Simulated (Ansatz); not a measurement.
`F[SiH]([SiH3])Cl` + `[AlH2][NH][SiH3]` → `[AlH2][N]([SiH3])[SiH3]` + `F[SiH2]Cl`  (cleavage of the Si–Si bond)

Program: Ansatz. Geometries: PBE0-D4/def2-TZVP. ΔE: electronic, gas phase. CCSD(T)/CBS is the MP2 limit (def2-TZVPP, def2-QZVPP) plus CCSD(T) − MP2 in def2-TZVPP, frozen cores. This one scheme is used for every species. DFT in def2-TZVPP. HSE06 is defined as in plane-wave codes.

| level | ΔE (kJ/mol) |
| --- | --- |
| r2SCAN-D4 | -50.6 |
| PBE0-D4 | -44.9 |
| HSE06-D4 | -44.8 |
| revPBE | -30.0 |
| PBE0 | -41.6 |
| CAM-B3LYP | -53.2 |
| CCSD(T)/def2-SVP | -59.2 |
| CCSD/CBS(def2) | -59.9 |

What does CCSD(T)/CBS give? (An estimate is asked.)

The calculation gave: -59.8 kJ/mol. The listed levels differ from it by 9.2, 14.9, 15.0, 29.8, 18.2, 6.6, 0.6, -0.1 kJ/mol.

Largest T1 diagnostic among the species: 0.012.

From BLYP to BHLYP (50 % exact exchange), in def2-TZVPP and without D4, ΔE moves by −16.7 kJ/mol. Leaving LDA and LC-ωPBE aside and taking each functional with its dispersion term where it has one, the values, not all of them listed here, spread over 24.8 kJ/mol, from BHLYP-D4 to PBE-D4. LDA lies −7.2 kJ/mol from PBE without D4. The D4 term adds −6.2 kJ/mol with B3LYP and −3.3 kJ/mol with PBE0; it sums over pairs of atoms, weighted by their polarisabilities, and B3LYP, whose exchange is more repulsive, gets the larger term.

B3LYP here is the variant with VWN-RPA as its local correlation; programs differ in this.
